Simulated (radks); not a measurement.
Task: Radial electron density D(r) = 4 pi r^2 rho(r) of an atom or ion with 18 electrons. Calculated with a radial shooting solver on a logarithmic mesh with Libxc functionals: Dirac Kohn-Sham, LDA (Slater exchange, Perdew-Wang correlation), spin-unpolarised, spherical densities, point nucleus.

```
   r/bohr * D(r) (the largest magnitude, 65.5, reaches the edge; | marks zero)
  0.00117 |*
 0.001463 | *
 0.001816 | *
 0.002272 |  *
  0.00282 |    *
 0.003528 |      *
 0.004378 |        *
 0.005477 |            *
 0.006798 |                 *
 0.008505 |                      *
  0.01056 |                             *
  0.01321 |                                   *
  0.01639 |                                         *
   0.0205 |                                            *
  0.02545 |                                             *
  0.03184 |                                           *
  0.03951 |                                        *
  0.04943 |                                       *
  0.06135 |                                          *
  0.07676 |                                                 *
  0.09526 |                                                      *
   0.1192 |                                                   *
   0.1491 |                                      *
   0.1851 |                        *
   0.2315 |                   *
   0.2873 |                      *
   0.3595 |                      *
   0.4461 |               *
   0.5582 |     *
   0.6927 |*
   0.8667 *
    1.076 *
```

What is the nuclear charge?

Result: Z = 43. The innermost maximum, from 1s, lies near gamma/Z bohr with gamma = sqrt(1 - (Z/c)^2) = 0.949, here 0.0221 bohr (found: 0.0243), and its height grows with Z. The density is that of the technetium ion Tc25+ in [Ar]; the configuration itself is not fixed sharply by these data, and Z only to a few units. D(r) has 3 maxima, at r = 0.0243, 0.101, 0.329 bohr, and minima at 0.0479, 0.232 bohr, inside which lie 2.04, 10.43 electrons.
